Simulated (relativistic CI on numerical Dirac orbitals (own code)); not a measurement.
## Magnetism of Hg4+, 5d8, in a crystal field

Calculated by Dirac-Coulomb-Breit CI, orbitals from a KLI potential per configuration, model QED, valence Slater integrals scaled by 0.85, one configuration in a parametric crystal field (own radial code).

Field parameters in Wybourne normalisation: D3d B²₀ = −7Dσ, B⁴₀ = −14Dq − 21Dτ, B⁴₃ = −14√(10/7) Dq. The field is a parameter set, without covalency.

S is read from ⟨S²⟩ = S(S + 1).

Powder χT (cm³ K mol⁻¹) by Van Vleck's formula, with temperature-independent terms:

```
                                        Field    2 K    5 K   10 K  20 K  50 K  100 K  200 K  300 K
D3d, 10Dq = 38950, Dσ = -1200, Dτ = -210 cm⁻¹  0.091  0.228  0.455  0.88  1.43   1.57   1.61   1.62
 D3d, 10Dq = 38950, Dσ = -980, Dτ = -210 cm⁻¹  0.114  0.284  0.568  1.04   1.5   1.59   1.62   1.63
 D3d, 10Dq = 38950, Dσ = -760, Dτ = -210 cm⁻¹  0.149  0.372  0.735  1.22  1.54    1.6   1.62   1.63
 D3d, 10Dq = 38950, Dσ = -550, Dτ = -210 cm⁻¹  0.205  0.514  0.969  1.39  1.58   1.61   1.62   1.63
 D3d, 10Dq = 38950, Dσ = -330, Dτ = -210 cm⁻¹  0.327  0.802   1.28  1.52   1.6   1.61   1.62   1.63
 D3d, 10Dq = 38950, Dσ = -110, Dτ = -210 cm⁻¹  0.705   1.32   1.53  1.59  1.61   1.61   1.62   1.63
  D3d, 10Dq = 38950, Dσ = 110, Dτ = -210 cm⁻¹    1.6   1.61   1.61  1.61  1.61   1.61   1.62   1.63
  D3d, 10Dq = 38950, Dσ = 330, Dτ = -210 cm⁻¹   1.17   1.45   1.56  1.59  1.61   1.61   1.62   1.62
```

Q: For D3d, 10Dq = 38950, Dσ = -330, Dτ = -210 cm⁻¹: what effective moment follows at 300 K?

A: μ_eff = √(8χT) = 3.61 μB. The ground level has S = 0.99; the spin-only moment for S = 1 is 2.83 μB. The difference comes from the orbital moment, spin-orbit mixing of terms and temperature-independent paramagnetism, all larger in this ionic model than in covalent complexes.
